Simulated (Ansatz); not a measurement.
Species: H$_{5}$AlSi, SMILES `[AlH2][SiH3]` (charge 0, multiplicity 1).

Question: Give a relaxed geometry from PBE0-D4/def2-TZVP in Ansatz (a first-principles code).

Answer: the end point of this relaxation (outside a Z-matrix the atoms follow the SMILES, hydrogens last).
Z-matrix (Å, degrees):
```
Si
H 1 1.4902
H 1 1.4909 2 107.74
H 1 1.4936 2 107.09 3 114.77
Al 1 2.4569 2 112.78 4 120.65
H 5 1.5886 1 120.03 2 155.83
H 5 1.5890 6 118.88 1 -179.02
```
